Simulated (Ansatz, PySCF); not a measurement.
C3H6OSi, SMILES C#C[Si@@H](C)O. Atoms are numbered in the order given.

```xyz
11

C      2.2892     0.8405     0.4550
C      1.1519     0.4044     0.3562
Si    -0.5599    -0.2604     0.1979
C     -1.7153     1.0596    -0.4121
O     -0.5935    -1.4907    -0.9284
H      3.2895     1.2271     0.5421
H     -0.9545    -0.7585     1.5509
H     -1.3832     1.4347    -1.3927
H     -2.7356     0.6594    -0.5228
H     -1.7500     1.9078     0.2892
H      0.0423    -2.2046    -0.8020
```

The structure is a stationary point at r2SCAN-D4/def2-SVP. The structure was generated by enumeration; whether it is a known compound was not checked. Other conformers were not sampled.

Two levels are set side by side: PBE-D3(BJ)/def2-SVP (Ansatz, a first-principles code) and r2SCAN-D4/def2-SVP (Ansatz). Each level has its own optimised geometry; the coordinates shown are those of the second. Frequencies come from the Hessian of PySCF at each geometry. Differences are taken from unrounded values.

```csv
quantity,r2SCAN-D4
mean bond length (Å),1.343
bond C1–C2 (Å),1.222
bond C2–Si3 (Å),1.843
bond Si3–C4 (Å),1.857
bond Si3–O5 (Å),1.668
bond C1–H6 (Å),1.076
bond Si3–H7 (Å),1.495
bond C4–H8 (Å),1.101
bond C4–H9 (Å),1.102
bond C4–H10 (Å),1.101
bond O5–H11 (Å),0.964
highest harmonic wavenumber (cm⁻¹),3883
mean harmonic wavenumber (cm⁻¹),1275
zero-point energy (kcal/mol),49.20
```

Problem. What does PBE-D3(BJ) give, and how far is it from r2SCAN-D4? (Estimate from the structure and the level; the computed values follow.)

Solution. 
```tsv
quantity	PBE-D3(BJ)	PBE-D3(BJ) minus r2SCAN-D4
mean bond length (Å)	1.352	0.009
bond C1–C2 (Å)	1.230	0.008
bond C2–Si3 (Å)	1.849	0.005
bond Si3–C4 (Å)	1.869	0.011
bond Si3–O5 (Å)	1.684	0.015
bond C1–H6 (Å)	1.083	0.007
bond Si3–H7 (Å)	1.506	0.012
bond C4–H8 (Å)	1.108	0.007
bond C4–H9 (Å)	1.109	0.007
bond C4–H10 (Å)	1.108	0.007
bond O5–H11 (Å)	0.973	0.009
highest harmonic wavenumber (cm⁻¹)	3765	-118
mean harmonic wavenumber (cm⁻¹)	1244	-31
zero-point energy (kcal/mol)	48.01	-1.19
```
